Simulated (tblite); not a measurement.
Compound: C6H6NS2 (doublet state).
Geometry (GFN2-xTB, Å), atoms numbered from 1 in this order:
```
atom  x, y, z in Å
C1    -3.2626   -0.2507   -0.2697
N2    -1.9136    0.1731   -0.4329
C3    -0.9523   -0.5180    0.0054
C4     0.4119   -0.1148   -0.1467
C5     0.9101    1.0194   -0.7528
C6     2.2931    1.0451   -0.6942
C7     2.9032    0.0168   -0.0899
S8     4.5984   -0.3102    0.1756
S9     1.6861   -1.1316    0.4886
H10   -3.7958    0.5185    0.2915
H11   -3.7223   -0.3155   -1.2575
H12   -3.3613   -1.2155    0.2461
H13   -1.0891   -1.4755    0.5331
H14    0.2776    1.7619   -1.1990
H15    5.0122    0.8050   -0.4250
```

The geometry is computed with GFN2-xTB (gas phase). This method treats the open shell by occupation alone, without spin polarisation.

Masses are those of the commonest isotopes; rigid-rotor values at the optimised geometry. The values belong to one conformer with, in the numbering `[CH3:1]/[N:2]=[CH:3]/[c:4]1[cH:5][c:6][c:7]([SH:8])[s:9]1`, N2–C3–C4–C5 0°, C6–C7–S8–H 0°.

(1) What are A, B and C (MHz)?

(2) Classify the top.

(3) What does the inertial defect say?

(4) Give the other two planar moments, Paa and Pbb, and the rms extents of the mass along the axes.

(5) Where do the levels up to J = 3 lie, in K?

(6) Estimate the classical rotational partition function at 50 K, 100 K and 200 K.

Answers

(1) Ia = 101.13, Ib = 960.67, Ic = 1058.67 u·Å²; 505379 MHz·u·Å²/I gives A = 4997, B = 526.1, C = 477.4 MHz.

(2) A near-prolate asymmetric top: κ = (2 × 526.1 − 4997 − 477.4)/(4997 − 477.4) = -0.98.

(3) Not planar: Δ = Ic − Ia − Ib = -3.13 u·Å². For a rigid frame Δ = −2 Σ m c², so Σ m c² = 1.56 u·Å² lies off the ab plane, practically all of it from hydrogen. The atom farthest from that plane is 0.88 Å away.

(4) Paa = Σ m a² = (Ib + Ic − Ia)/2 = 959.11 and Pbb = Σ m b² = (Ia + Ic − Ib)/2 = 99.57 u·Å². With the mass M = 155.99 u, the rms extents √(P/M) along a, b and c are 2.48, 0.80, 0.10 Å.

(5) Above 0(0,0), as E/k:
J = 1: 1(0,1) 0.048, 1(1,1) 0.263, 1(1,0) 0.265
J = 2: 2(0,2) 0.144, 2(1,2) 0.357, 2(1,1) 0.364, 2(2,1) 1.007, 2(2,0) 1.007
J = 3: 3(0,3) 0.289, 3(1,3) 0.498, 3(1,2) 0.512, 3(2,2) 1.152, 3(2,1) 1.152, 3(3,1) 2.231, 3(3,0) 2.231
The levels of one J sum to (2J + 1)J(J + 1)(A + B + C)/3.

(6) Point group Cs, symmetry number σ = 1; q = (√π/σ)·√((kT/h)³/(ABC)), k/h = 20836.6 MHz/K: 53200 at 50 K, 150000 at 100 K, 426000 at 200 K.

For this open shell read J as N, the rotation without spin; fine and hyperfine splittings come on top. Its GFN2-xTB frequencies are all real (lowest 61 cm⁻¹). Constants of a rigid frame at the computed geometry: no zero-point averaging, no centrifugal distortion.

Hardware: Arm Neoverse N1, one thread, no GPU, shared host. Cost: 1.4 s. This is the geometry optimisation.
